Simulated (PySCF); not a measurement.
B(Cl)(OMe)(SH) (CH4BClOS), SMILES COB(S)Cl.

Geometry optimised at r2SCAN-D4/def2-SVP. Other conformers were not sampled.

Two levels are set side by side: TDA-PBE/def2-SVPD (PySCF) and TDA-CAM-B3LYP/def2-SVPD (PySCF). Vertical, same geometry. The lowest singlet is HOMO→LUMO+1 98 % with PBE and HOMO→LUMO+2 43 %, HOMO→LUMO 38 %, HOMO→LUMO+3 12 % with the other functional; states are paired by order. Differences are taken from unrounded values.

```tsv
quantity	TDA-CAM-B3LYP
lowest singlet excitation (eV)	6.54
lowest triplet excitation (TDA) (eV)	5.94
first bright state (f over 0.05) (eV)	7.02
its oscillator strength	0.15
```

### Question
What does TDA-PBE give, and how far is it from TDA-CAM-B3LYP? (The exact figures need the calculation; the answer reports its results.)

### Answer

```
quantity                               TDA-PBE  TDA-PBE minus TDA-CAM-B3LYP
-------------------------------------  -------  ---------------------------
lowest singlet excitation (eV)            6.12                        -0.41
lowest triplet excitation (TDA) (eV)      5.32                        -0.62
first bright state (f over 0.05) (eV)     6.42                        -0.60
its oscillator strength                   0.14                        -0.02
```

A lower first singlet is the usual sign of a functional without exact exchange. Differences between two approximate levels are no errors against the true value.

Rough cost on one machine, each run with all the roots and properties that it gave: TDA-CAM-B3LYP against TDA-PBE about 5 times.
